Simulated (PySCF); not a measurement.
# Electron correlation in Cd (cadmium, neutral)

[Kr] 4d10 5s1 5p1, 5s spin antiparallel (an excited configuration). Calculation: PySCF 2.14, in x2c-QZVPPall with one added diffuse shell each of s, p, d, f, g type (14s9p8d5f3g, 143 functions); the spin-free X2C one-electron Hamiltonian (Gaussian nucleus). Frozen: [Ar] 3d10; 20 electrons correlated.

MP2 pair energies summed by pair of shells (mhartree):

| pair | energy | share (%) |
| --- | --- | --- |
| 4d-4d | -367.12 | 49.4 |
| 4p-4d | -178.99 | 24.1 |
| 4p-4p | -48.19 | 6.5 |
| 4d-5s | -44.76 | 6.0 |
| 4s-4d | -38.23 | 5.1 |
| 4s-4p | -24.50 | 3.3 |
| 4d-5p | -15.72 | 2.1 |
| 5s-5p | -14.45 | 1.9 |
| 4p-5s | -4.55 | 0.6 |
| 4s-4s | -4.35 | 0.6 |
| 4p-5p | -1.01 | 0.1 |
| 4s-5s | -0.49 | 0.1 |
| 4s-5p | -0.12 | 0.0 |

Total MP2 correlation energy: -742.48 mhartree.

Same-spin part -242.61 and opposite-spin part -499.87 mhartree; SCS-MP2 scales them by 1/3 and 6/5 to -680.72 mhartree.

This basis was not built for core-valence correlation, so the inner-shell part is incomplete.
